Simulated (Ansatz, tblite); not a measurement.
Removing and adding an electron: `c1cc2sc(-c3cc4sc(-c5cc6sc(-c7cc8sc(-c9cc%10sc(-c%11cc%12sc(-c%13cc%14sccc%14s%13)cc%12s%11)cc%10s9)cc8s7)cc6s5)cc4s3)cc2s1`. The state is a singlet with charge 0. Geometry: PBE-D4/def2-SVP. Ansatz, gas phase; energy differences of separate SCF runs; the oxidised species was run as a doublet alone; the reduced species was run as a doublet alone.

Cartesian coordinates in Å:
```
C 4.406 7.687 18.504
C 3.384 6.801 18.215
C 3.400 6.443 16.837
S 2.437 5.411 15.817
C 3.424 5.811 14.403
C 3.110 5.228 13.123
C 2.100 4.318 12.803
C 2.105 3.989 11.427
S 1.145 2.960 10.401
C 2.099 3.413 8.980
C 1.774 2.864 7.690
C 0.738 1.989 7.346
C 0.743 1.690 5.964
S -0.239 0.710 4.911
C 0.735 1.165 3.504
C 0.422 0.653 2.195
C 1.115 0.884 1.001
C 0.514 0.221 -0.090
S 0.860 0.092 -1.792
C -0.544 -0.958 -2.044
C -0.832 -1.452 -3.363
C -0.144 -1.198 -4.554
C -0.732 -1.867 -5.651
S -0.388 -1.973 -7.354
C -1.770 -3.050 -7.613
C -2.069 -3.547 -8.931
C -3.123 -4.383 -9.314
C -3.095 -4.658 -10.700
S -4.077 -5.597 -11.789
C -3.069 -5.137 -13.169
C -3.375 -5.624 -14.493
C -2.581 -5.543 -15.637
C -3.222 -6.124 -16.761
S -2.806 -6.357 -18.437
C -4.329 -7.156 -18.740
C -5.133 -7.250 -17.619
C -4.498 -6.658 -16.490
S -4.921 -6.420 -14.819
C -2.014 -4.304 -12.787
C -2.032 -4.042 -11.397
S -1.047 -3.107 -10.309
C -2.458 -3.305 -6.422
C -1.870 -2.637 -5.324
S -2.215 -2.530 -3.620
C -1.239 -1.190 -0.853
C -0.640 -0.525 0.242
S -0.983 -0.394 1.944
C 1.774 2.034 3.852
C 1.773 2.324 5.234
S 2.755 3.307 6.283
C 3.115 4.317 9.303
C 3.112 4.637 10.680
S 4.068 5.673 11.703
C 4.448 6.704 14.721
C 4.429 7.057 16.094
S 5.388 8.091 17.118
H 4.645 8.138 19.475
H 2.667 6.436 18.960
H 1.398 3.919 13.548
H 0.017 1.601 8.077
H 2.018 1.505 0.942
H 0.742 -0.552 -4.606
H -3.871 -4.766 -8.610
H -1.579 -5.096 -15.641
H -4.548 -7.519 -19.752
H -6.124 -7.721 -17.619
H -1.285 -3.898 -13.499
H -3.344 -3.950 -6.368
H -2.140 -1.815 -0.799
H 2.489 2.437 3.124
H 3.814 4.721 8.560
H 5.170 7.074 13.982
```

The xTB rows come from tblite. Single mean-field runs in def2-TZVP are fitted with def2-universal-jkfit.

| level | −HOMO (eV) | vertical IE (eV) | −LUMO (eV) | vertical EA (eV) | HOMO–LUMO gap (eV) | IE − EA (eV) |
| --- | --- | --- | --- | --- | --- | --- |
| GFN1-xTB | 10.08 | 11.11 | 8.81 | 7.78 | 1.27 | 3.33 |
| GFN2-xTB | 9.72 | 10.70 | 8.47 | 7.50 | 1.26 | 3.20 |
| PBE-D4/def2-TZVP | 4.38 | 5.39 | 3.11 | 2.20 | 1.27 | 3.19 |
| PBE0-D4/def2-TZVP | 5.03 | 5.73 | 2.65 | 2.03 | 2.38 | 3.70 |

 Raw xTB energy differences between charge states are shifted by several eV; the methods need an empirical correction for them. Sets without diffuse functions give affinities that are too small.
